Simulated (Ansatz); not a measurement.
Ideal-gas functions of `[NH2][W](=[O])(=[O])[F]` at 500 K and 1 bar, from an Ansatz frequency run at PBE0-D4/def2-TZVP.

Molar mass 250.86 g/mol, point group Cs (symmetry number 1), electronic degeneracy 1, moments of inertia 134.882, 153.666, 160.713 u Å². Harmonic wavenumbers (cm⁻¹, unscaled): 201, 222, 230, 255, 333, 383, 509, 688, 689, 733, 1015, 1060, 1550, 3578, 3678.

Use S(trans) = R[1.5 ln M + 2.5 ln T − 1.1517]; rotational temperatures θ = 24.2544 K / I; S(rot) = R[ln(√π/σ · √(T³/θAθBθC)) + 1.5]; for each mode x = 1.438777 ν̃/T, S = R[x/(eˣ − 1) − ln(1 − e⁻ˣ)] and H = RT x/(eˣ − 1); 1 cm⁻¹ = 0.0119627 kJ/mol; R = 8.31446 J/(mol·K).

Problem. By hand: the entropy, in J/(mol·K).

Solution. Translation 188.5. Rotation: θ = 0.1798, 0.1578, 0.1509 K, giving 117.4. Vibration, mode by mode: 12.98, 12.18, 11.90, 11.07, 8.98, 7.91, 5.85, 3.87, 3.86, 3.50, 1.84, 1.66, 0.53, 0.00, 0.00, in all 86.2. Electronic 0.0. Sum 392.1 J/(mol·K).

Problem. By hand: H − E and G − E in kJ/mol, counted from the electronic energy.

Solution. Zero-point energy ½ × 15124 × 0.0119627 = 90.5; thermal vibration 23.8; translation, rotation and pV give 4 RT = 16.6. H − E = 130.9 kJ/mol, and G − E = 130.9 − 500 × 392.1/1000 = -65.2 kJ/mol.

Vibration gives 22 % of the entropy. The sum counts one conformer and one mirror image; others add a mixing term.
